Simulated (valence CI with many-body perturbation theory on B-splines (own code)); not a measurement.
# Which ion has this spectrum?

A relativistic CI+MBPT calculation for an atom or ion with 13 electrons gives these levels (cm⁻¹):

```
  J  Parity        E     g
1/2     odd        0  0.66
3/2     odd   181969  1.33
1/2    even   517899  2.52
3/2    even   629769  1.70
5/2    even   682225  1.47
3/2    even   772649  0.86
1/2    even   848174  1.15
5/2    even   855253  1.33
3/2    even  1023889  1.15
1/2    even  1030871  1.65
3/2    even  1090880  0.93
5/2    even  1105428  1.20
3/2     odd  1339233  1.22
3/2     odd  1434116  0.66
```

The energies are calculated, and their last digits are not significant.

Question: Which is it?
A. Y26+
B. Sr25+
C. Nb28+
D. Tc30+

Answer: C. Nb28+, ground level 3s2 3p 2P°_1/2.
